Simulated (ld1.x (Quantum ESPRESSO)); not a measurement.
## caesium (Cs), PAW: configuration errors across variants

Cs, PAW, made with ld1.x (Quantum ESPRESSO) 7.5 (PBE, scalar-relativistic). Core [Kr] 4d10, reference 5s2 5p6 5d0 6s1 6p0. Waves: 5s (bound): rcut 2.40, rcutus 2.65 bohr; 6s (bound): rcut 2.40, rcutus 2.65 bohr; 5p (bound): rcut 3.35, rcutus 4.15 bohr; 6p (bound, empty): rcut 3.35, rcutus 4.15 bohr; 5d (bound, empty): rcut 3.30, rcutus 4.05 bohr; 5d channel at 0.35 Ry: rcut 3.30, rcutus 4.05 bohr. Local part: all-electron potential smoothed inside 2.40 bohr (lloc = -1). Core correction: Bessel-smoothed model core inside 1.75 bohr. Augmentation charge: PSQ, inside the norm-conserving radii.

All-electron excitation energies from the reference (eV): (1) 5s2 5p6 5d0 6s0 6p0 3.864; (2) 5s2 5p6 5d0 6s0.5 6p0 1.471; (3) 5s2 5p6 5d0 6s0 6p1 1.371.

The overlap operator is not positive definite (basis up to 400 Ry) in “base”, “all radii but the core radius scaled by about 1.09 (s 2.88, p 4.52, d 4.40 bohr, rcut 2.62/3.64/3.60); local potential all-electron potential smoothed inside 2.62 bohr (lloc = -1)”, “all radii but the core radius scaled by about 1.26 (s 3.34, p 5.24, d 5.12 bohr, rcut 3.04/4.24/4.18); local potential all-electron potential smoothed inside 3.04 bohr (lloc = -1)”, “all radii but the core radius scaled by about 1.40 (s 3.70, p 5.80, d 5.66 bohr, rcut 3.36/4.68/4.62); local potential all-electron potential smoothed inside 3.36 bohr (lloc = -1)”. Such files are unfit for use, however small their errors in these radial tests.

Tests that are not counted but printed errors over 1 eV. “all radii but the core radius scaled by about 1.40 (s 3.70, p 5.80, d 5.66 bohr, rcut 3.36/4.68/4.62); local potential all-electron potential smoothed inside 3.36 bohr (lloc = -1)”: 5s2 5p6 5d0 6s0 6p0 (solver errors, printed error -376 eV).

3 further variants failed, have other tests or too few solved ones, and are left out.

A true bound ghost makes a file unfit for plane-wave use even where its test errors are small: the radial tests pick states by their node count and pass the ghost by.

Errors AE − PS in meV (a dash: test not solved or not reliable):

```csv
change,(1),(2),(3),bound ghosts
base,-33,-4.3,0.0,not determined (overlap not positive)
"all radii but the core radius scaled by about 1.09 (s 2.88, p 4.52, d 4.40 bohr, rcut 2.62/3.64/3.60); local potential all-electron potential smoothed inside 2.62 bohr (lloc = -1)",-15,-1.8,+7.6,"d (p not tested, overlap not positive)"
"all radii but the core radius scaled by about 1.26 (s 3.34, p 5.24, d 5.12 bohr, rcut 3.04/4.24/4.18); local potential all-electron potential smoothed inside 3.04 bohr (lloc = -1)",–,–,–,not determined (overlap not positive)
"all radii but the core radius scaled by about 1.40 (s 3.70, p 5.80, d 5.66 bohr, rcut 3.36/4.68/4.62); local potential all-electron potential smoothed inside 3.36 bohr (lloc = -1)",–,–,–,not determined (overlap not positive)
```

Task: Give the same row for: all radii but the core radius scaled by about 1.19 (s 3.16, p 4.94, d 4.82 bohr, rcut 2.86/3.98/3.92); local potential all-electron potential smoothed inside 2.86 bohr (lloc = -1).

Result: –, –, –; bound ghosts: not determined (overlap not positive). Not counted: 5s2 5p6 5d0 6s0 6p0 (solver errors, printed error -376 eV). Its overlap operator is not positive definite in a basis up to 400 Ry (lowest eigenvalue p -1.52), so the file is unfit for use: the generalised eigenproblem breaks down once the basis is large enough, and its test numbers describe a broken file.
